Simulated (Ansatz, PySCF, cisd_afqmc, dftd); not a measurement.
System: C₃H₅Cl, charge 0, singlet. C3H5Cl (SMILES C=CCCl).
B3LYP-D3(BJ)/def2-TZVP minimum from Ansatz (an electronic-structure program):
```
C
C 1 1.3264
H 2 1.0820 1 121.55
H 2 1.0839 3 116.93 1 179.92
H 1 1.0848 2 120.45 3 -0.89
C 1 1.4857 5 116.06 2 -179.76
H 6 1.0868 1 112.06 5 178.85
H 6 1.0881 7 109.69 1 125.24
Cl 6 1.8209 7 106.56 8 113.26
```

Wanted: enthalpy of formation at 298 K (by atomisation, with ideal-gas terms from PySCF's Hessian at B3LYP-D3(BJ)/def2-TZVP and the atoms' measured values of the G2/97 table; no spin-orbit terms), in kcal/mol. UHF or UKS for unpaired electrons; spin-orbit terms are left out. Correlated methods leave the cores frozen. Rows without X2C or -DK are non-relativistic. AFQMC/CISD: phaseless, guided by CISD from CCSD amplitudes; bars are statistical, one sigma. Outlying blocks are dropped, and bars are widened where a walk drifts. Over all cases where full CI ran beside it in this data, AFQMC minus full CI had a median of +0.1 mEh and passed +0.4 mEh in a tenth of the cases. CBS(X,Y): correlation extrapolated as X^-3, Hartree-Fock from the larger set. A bracket is a step between two methods taken in the basis named. Functionals run without relativity, which enters their misses. Double hybrids freeze cores in their MP2 part. 'core' is core correlation in cc-pwCVTZ (1s frozen past Ne), 'X2C' scalar relativity in cc-pVTZ-DK, both at CCSD(T). For partners of very few electrons the exact lower level stands in for a higher one.

```json
[
 {"level": "HF/cc-pV(D+d)Z", "program": "Ansatz", "enthalpy of formation at 298 K (kcal/mol)": "224.7", "difference against the last row": "226.9"},
 {"level": "r2SCAN/def2-TZVPD", "program": "Ansatz", "enthalpy of formation at 298 K (kcal/mol)": "-1.2", "difference against the last row": "1.0"},
 {"level": "B3LYP-D3(BJ)/def2-TZVPD", "program": "Ansatz + dftd3", "enthalpy of formation at 298 K (kcal/mol)": "-0.6", "difference against the last row": "1.6"},
 {"level": "B3LYP/def2-TZVPD", "program": "Ansatz", "enthalpy of formation at 298 K (kcal/mol)": "6.4", "difference against the last row": "8.6"},
 {"level": "B2PLYP-D4/def2-TZVPD", "program": "Ansatz + dftd4", "enthalpy of formation at 298 K (kcal/mol)": "7.7", "difference against the last row": "9.9"},
 {"level": "B2GP-PLYP-D3(BJ)/def2-TZVPD", "program": "Ansatz + dftd3", "enthalpy of formation at 298 K (kcal/mol)": "9.6", "difference against the last row": "11.8"},
 {"level": "CCSD(T)/CBS(cc-pV(T+d)Z,cc-pV(Q+d)Z) + core + X2C", "program": "Ansatz", "enthalpy of formation at 298 K (kcal/mol)": "-1.7", "difference against the last row": "0.5"},
 {"level": "CCSDT(Q)/cc-pV(D+d)Z", "program": "Ansatz", "enthalpy of formation at 298 K (kcal/mol)": "60.6", "difference against the last row": "62.8"},
 {"level": "AFQMC/CISD/cc-pV(T+d)Z", "program": "cisd_afqmc", "enthalpy of formation at 298 K (kcal/mol)": "20.7 ± 0.3", "difference against the last row": "22.9"},
 {"level": "CCSD(T)/CBS(cc-pV(T+d)Z,cc-pV(Q+d)Z) + [AFQMC/CISD - CCSD(T)]/cc-pV(T+d)Z + core + X2C", "program": "Ansatz + cisd_afqmc", "enthalpy of formation at 298 K (kcal/mol)": "-2.1 ± 0.3", "difference against the last row": "0.1"},
 {"level": "CCSD(T)/CBS(cc-pV(T+d)Z,cc-pV(Q+d)Z) + [CCSDT(Q) - CCSD(T)]/cc-pV(D+d)Z + core + X2C", "program": "Ansatz", "enthalpy of formation at 298 K (kcal/mol)": "-2.2", "difference against the last row": "0.0"}
]
```
